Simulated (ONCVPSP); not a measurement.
# An all-electron radial function and its pseudo partner (nickel)

Columns: radius, all-electron u(r) and pseudo u(r) of the 3p shell (level -90.27 eV) of nickel in the configuration [Ne] 3s2 3p6 3d8; PBE, non-relativistic, ONCV scheme, ONCVPSP 4.0.1.

```csv
r (bohr),all-electron,pseudo
0.060,-0.3766,0.0289
0.120,-0.6335,0.1122
0.180,-0.5288,0.2408
0.240,-0.2108,0.4008
0.300,0.1705,0.5762
0.360,0.5237,0.7498
0.420,0.8074,0.9066
0.480,1.0109,1.0349
0.540,1.1390,1.1275
0.600,1.2037,1.1820
0.660,1.2182,1.1991
0.720,1.1964,1.1840
0.780,1.1491,1.1427
0.840,1.0854,1.0829
0.900,1.0120,1.0114
0.960,0.9341,0.9341
1.020,0.8553,0.8553
1.080,0.7779,0.7779
1.140,0.7038,0.7038
1.200,0.6338,0.6338
1.260,0.5687,0.5687
1.320,0.5086,0.5086
1.380,0.4535,0.4535
1.440,0.4035,0.4035
1.500,0.3582,0.3582
1.560,0.3175,0.3175
```

How many radial nodes do the two functions have?

The all-electron 3p function has n − l − 1 = 1; the pseudo-wave has 0, since the states of the same l below it are removed with the core.

At about which radius was the pseudo-wave matched?

1.15 bohr. The columns agree to 0.0005 from 0.96 bohr on; several derivatives are matched, so the curves merge somewhat inside the radius.

Is the pseudo-wave norm-conserving?

Yes: the ONCV scheme keeps the norm inside the radius equal to the all-electron one, which fixes the energy derivative of the logarithmic derivative at the level.
